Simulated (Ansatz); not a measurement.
Total energies of `FC(F)(F)O[SiH2]OC(F)(F)F`.

Z-matrix (Å, degrees):
```
C
F 1 1.332
F 1 1.325 2 108.1
F 1 1.338 2 107.5 3 -116.4
O 1 1.337 2 111.4 3 120.4
Si 5 1.654 1 131.3 2 82.0
O 6 1.658 5 110.7 1 -72.5
H 6 1.473 5 110.6 1 49.4
H 6 1.466 5 104.2 1 174.6
C 7 1.336 6 128.5 5 92.3
F 10 1.323 7 110.0 6 -152.2
F 10 1.334 7 111.3 6 88.0
F 10 1.341 7 111.9 6 -31.9
```

Total charge 0; spin multiplicity 1. All single points use the PBE0-D4/def2-TZVP geometry. It is one conformer, not always the lowest. Basis def2-TZVPP, Ansatz.

RPA on PBE orbitals: Hartree–Fock energy of these orbitals -1112.56469 Eh, correlation -3.55795 Eh (frozen core).

```json
{"functional": "LDA (SPW92)", "energy without D4 (Eh)": "-1110.25104", "D4 term (kJ/mol)": "–"}
{"functional": "PBE", "energy without D4 (Eh)": "-1115.95891", "D4 term (kJ/mol)": "-32.3"}
{"functional": "revPBE", "energy without D4 (Eh)": "-1116.56105", "D4 term (kJ/mol)": "-102.4"}
{"functional": "BLYP", "energy without D4 (Eh)": "-1116.81718", "D4 term (kJ/mol)": "-70.6"}
{"functional": "r2SCAN", "energy without D4 (Eh)": "-1116.54573", "D4 term (kJ/mol)": "-8.7"}
{"functional": "B97M-V", "energy without D4 (Eh)": "-1116.58647", "D4 term (kJ/mol)": "–"}
{"functional": "PBE0", "energy without D4 (Eh)": "-1115.98674", "D4 term (kJ/mol)": "-27.5"}
{"functional": "B3LYP", "energy without D4 (Eh)": "-1116.92797", "D4 term (kJ/mol)": "-51.3"}
{"functional": "r2SCANh", "energy without D4 (Eh)": "-1116.49803", "D4 term (kJ/mol)": "-9.1"}
{"functional": "r2SCAN0", "energy without D4 (Eh)": "-1116.42947", "D4 term (kJ/mol)": "-10.0"}
{"functional": "HSE06 (plane-wave form)", "energy without D4 (Eh)": "-1115.94694", "D4 term (kJ/mol)": "-25.6"}
{"functional": "BHLYP", "energy without D4 (Eh)": "-1116.58962", "D4 term (kJ/mol)": "-37.3"}
{"functional": "CAM-B3LYP", "energy without D4 (Eh)": "-1116.72186", "D4 term (kJ/mol)": "-27.8"}
{"functional": "LC-ωPBE", "energy without D4 (Eh)": "-1116.37063", "D4 term (kJ/mol)": "–"}
{"functional": "ωB97X-V", "energy without D4 (Eh)": "-1116.60818", "D4 term (kJ/mol)": "–"}
{"functional": "ωB97M-V", "energy without D4 (Eh)": "-1116.71271", "D4 term (kJ/mol)": "–"}
{"functional": "B2PLYP", "energy without D4 (Eh)": "-1116.33032", "D4 term (kJ/mol)": "–"}
{"functional": "PBE-QIDH", "energy without D4 (Eh)": "-1115.80461", "D4 term (kJ/mol)": "–"}
```

B3LYP takes the VWN-RPA correlation (the form of Gaussian; ORCA's B3LYP/G). HSE06 is the plane-wave form, built on full-range PBE exchange. The double hybrids freeze the cores in their second-order part.

LC-ωPBE has ω = 0.4 bohr⁻¹.
